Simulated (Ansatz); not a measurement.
Calculated with Ansatz (gas phase, PBE0-D4/def2-TZVP geometries, no zero-point term in ΔE). CCSD(T)/CBS is the MP2 limit (def2-TZVPP, def2-QZVPP) plus CCSD(T) − MP2 in def2-TZVPP, frozen cores. DFT in def2-TZVPP. B3LYP here is the variant with VWN-RPA as its local correlation; programs differ in this. For Se outer-core shells are correlated without core-valence functions, which leaves a few kJ/mol of doubt a bond. Scalar relativity is left out up to krypton. One conformer a species, not always the lowest.

Reaction (ligand exchange at the Si–N bond): `[SiH3]NB[SeH]` + `O[SiH2]N[SiH3]` → `[SiH3]N[SiH2]O[SiH3]` + `NB[SeH]`

```
             level  ΔE (kJ/mol)  difference from CCSD(T)/CBS
            PBE-D4        -57.1                          5.0
         r2SCAN-D4        -63.8                         -1.7
           PBE0-D4        -60.9                          1.2
          B3LYP-D4        -66.5                         -4.4
           ωB97X-V        -64.1                         -2.0
           ωB97M-V        -63.3                         -1.2
            B2PLYP        -63.2                         -1.1
               PBE        -55.1                          7.0
            r2SCAN        -63.0                         -0.9
              PBE0        -58.8                          3.3
             B3LYP        -63.4                         -1.3
     HF/def2-TZVPP        -73.0                        -10.9
    MP2/def2-TZVPP        -61.1                          1.0
SCS-MP2/def2-TZVPP        -63.3                         -1.2
   CCSD/def2-TZVPP        -63.2                         -1.1
CCSD(T)/def2-TZVPP        -61.3                          0.8
     HF/def2-QZVPP        -74.5                        -12.4
    MP2/def2-QZVPP        -62.0                          0.1
SCS-MP2/def2-QZVPP        -64.1                         -2.0
      HF/CBS(def2)        -74.7                        -12.6
     MP2/CBS(def2)        -61.9                          0.2
    CCSD/CBS(def2)        -64.0                         -1.9
       CCSD(T)/CBS        -62.1                            0
```

Largest T1 diagnostic among the species: 0.011.

The D4 term adds −3.2 kJ/mol with B3LYP and −2.1 kJ/mol with PBE0; it sums over pairs of atoms, weighted by their polarisabilities, and B3LYP, whose exchange is more repulsive, gets the larger term. From PBE to PBE0 (25 % exact exchange), in def2-TZVPP and without D4, ΔE moves by −3.7 kJ/mol.
